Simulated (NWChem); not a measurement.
System: AlH₃O₃; SMILES [OH][Al]([OH])[OH]

Input file for NWChem:

```
start job
memory heap 200 mb stack 900 mb global 1100 mb
geometry units angstroms noautosym nocenter noautoz
  Al     0.000000     0.000000     0.000000
  O     -1.471187     0.842905     0.000000
  H     -1.533537     1.798950     0.000000
  O      1.465571     0.852633     0.000000
  H      2.324705     0.428607     0.000000
  O      0.005616    -1.695538     0.000000
  H     -0.791168    -2.227557     0.000000
end
basis spherical
  * library aug-cc-pvdz
end
dft
  xc b3lyp
  iterations 150
end
property
  response 1 0.0773
end
task dft property
```

Geometry: optimised at PBE0/def2-SVP. B3LYP is NWChem's, with the RPA form of VWN correlation.

Field at 589 nm.

Task: Predict the main results of this run. (B3LYP/aug-cc-pVDZ.) Quantities: isotropic polarisability (bohr³); anisotropy (bohr³).

Result: 
```yaml
isotropic polarisability (bohr³): 37.1
anisotropy (bohr³): 6.6
```
